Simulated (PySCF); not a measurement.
C₈H₁₃F.
SMILES with atom numbers: `[F:1]/[C:2]1=[CH:3]\[CH2:4][CH2:5][CH2:6][CH2:7][CH2:8][CH2:9]1` (hydrogens: H10 on C3; H11, H12 on C4; H13, H14 on C5; H15, H16 on C6; H17, H18 on C7; H19, H20 on C8; H21, H22 on C9)

Computed by this run: PySCF, PBE0-D3(BJ)/def2-SVP geometry optimisation, gas phase; density fitting, grid level 2; the optimiser is geomeTRIC in internal coordinates, started from a GFN2-xTB structure.

Step 0: E = -11203.8800 eV
```
atom  x, y, z in Å  |  force x, y, z in eV/Å
F1     -0.5739    1.0994    1.8905    0.001  -0.183  -0.554
C2     -0.6475    1.2089    0.5343   -0.526   0.462   0.412
C3      0.4598    1.3254   -0.1862    0.538   0.407   0.490
C4      1.7846    0.8796    0.3226   -0.390  -0.430  -0.344
C5      1.8438   -0.6213   -0.0506   -0.255   0.195   0.521
C6      0.5949   -1.4205    0.3652    0.201   0.198  -0.643
C7     -0.6220   -1.3499   -0.5928   -0.223   0.003   0.681
C8     -1.9140   -0.7524   -0.0062    0.254   0.229  -0.445
C9     -1.9634    0.7967   -0.0155    0.553  -0.502   0.487
H10     0.3603    1.4575   -1.2521   -0.199  -0.034  -0.519
H11     1.8429    0.9909    1.4052    0.054   0.079   0.326
H12     2.6197    1.4104   -0.1351    0.293   0.211  -0.076
H13     2.7180   -1.0607    0.4356    0.349  -0.175   0.041
H14     1.9845   -0.7157   -1.1298    0.131  -0.087  -0.361
H15     0.2994   -1.1123    1.3678   -0.103   0.045   0.412
H16     0.9004   -2.4666    0.4412    0.060  -0.297   0.101
H17    -0.3537   -0.8003   -1.4958    0.085   0.103  -0.387
H18    -0.8616   -2.3686   -0.9062   -0.066  -0.274  -0.180
H19    -2.7673   -1.1245   -0.5772   -0.329  -0.162  -0.082
H20    -2.0282   -1.0989    1.0226   -0.123  -0.147   0.316
H21    -2.8001    1.1448    0.5899   -0.287   0.213   0.139
H22    -2.0747    1.1631   -1.0350   -0.017   0.144  -0.333
```

Step 1: E = -11203.9531 eV
```
atom  x, y, z in Å  |  force x, y, z in eV/Å
F1     -0.5440    0.9511    1.8443   -0.044   0.175   0.147
C2     -0.6472    1.2359    0.5277    0.139  -0.254  -0.028
C3      0.4721    1.4017   -0.1811   -0.129   0.004  -0.092
C4      1.7798    0.8927    0.3181    0.092   0.069   0.040
C5      1.8393   -0.6073   -0.0405    0.052  -0.034  -0.067
C6      0.6029   -1.4300    0.3598   -0.025  -0.044   0.124
C7     -0.6415   -1.3753   -0.5665    0.029  -0.016  -0.096
C8     -1.9246   -0.7461   -0.0032   -0.028  -0.016   0.078
C9     -1.9507    0.8003   -0.0202   -0.084   0.104  -0.111
H10     0.3487    1.5628   -1.2570    0.006   0.041   0.051
H11     1.8429    1.0145    1.4114    0.011  -0.009  -0.054
H12     2.6410    1.4206   -0.1245   -0.037  -0.026   0.037
H13     2.7331   -1.0459    0.4377   -0.030   0.017  -0.019
H14     1.9989   -0.7154   -1.1304    0.003   0.015   0.058
H15     0.3110   -1.1552    1.3887    0.031  -0.051  -0.066
H16     0.9256   -2.4820    0.4274    0.002   0.030  -0.032
H17    -0.3743   -0.8657   -1.5112   -0.029  -0.046   0.030
H18    -0.8950   -2.4080   -0.8596    0.002   0.033   0.013
H19    -2.7966   -1.1184   -0.5672    0.027   0.025   0.007
H20    -2.0647   -1.0889    1.0376   -0.006   0.014  -0.061
H21    -2.8078    1.1820    0.5588    0.016  -0.022  -0.023
H22    -2.0472    1.1615   -1.0574    0.002  -0.008   0.064
```

Problem. Estimate the geometry and energy of step 2. (The exact step hangs on the optimiser's Hessian estimate; all steps are aligned on step 1, rigid shifts and turns removed.)

Solution. E = -11203.9549 eV, largest force 0.306 eV/Å
```
atom  x, y, z in Å  |  force x, y, z in eV/Å
F1     -0.6071    1.0439    1.8812    0.245  -0.042  -0.178
C2     -0.6505    1.2352    0.5425   -0.249   0.063   0.056
C3      0.4681    1.3918   -0.1678    0.071  -0.023   0.138
C4      1.7837    0.8888    0.3212   -0.016   0.029   0.008
C5      1.8445   -0.6102   -0.0496   -0.011  -0.001  -0.010
C6      0.6123   -1.4421    0.3539   -0.007   0.052  -0.019
C7     -0.6408   -1.3807   -0.5632   -0.005   0.015  -0.012
C8     -1.9238   -0.7466    0.0024    0.014   0.011  -0.017
C9     -1.9478    0.8005   -0.0238   -0.005   0.027  -0.062
H10     0.3408    1.5528   -1.2420   -0.023  -0.074  -0.001
H11     1.8562    1.0042    1.4130   -0.007  -0.009   0.021
H12     2.6386    1.4216   -0.1237    0.007  -0.002   0.012
H13     2.7429   -1.0498    0.4162   -0.001  -0.001   0.006
H14     1.9964   -0.7062   -1.1400   -0.001   0.000   0.007
H15     0.3308   -1.1819    1.3867   -0.018   0.007   0.042
H16     0.9386   -2.4931    0.4047    0.011   0.005  -0.017
H17    -0.3798   -0.8717   -1.5081   -0.003  -0.022  -0.005
H18    -0.8980   -2.4110   -0.8575   -0.011  -0.003   0.019
H19    -2.7925   -1.1160   -0.5666   -0.006  -0.006   0.001
H20    -2.0725   -1.0866    1.0411    0.012  -0.004   0.000
H21    -2.8119    1.1920    0.5363   -0.001  -0.031   0.007
H22    -2.0265    1.1503   -1.0644    0.005   0.009   0.003
```

The energy changes by -0.0018 eV. The first-order estimate −F·Δx gives -0.0274 eV and the mean of the old and new forces, exact on a quadratic surface, -0.0021 eV. The step makes an angle of 69° with the force vector and moves no atom by more than 0.118 Å.

What follows is the cost of the whole optimisation. Time: 2.0 min of wall time; peak memory 0.95 GiB. Hardware: one thread of an Arm Neoverse V2, shared host with 48 logical CPUs at a one-minute load of 39.
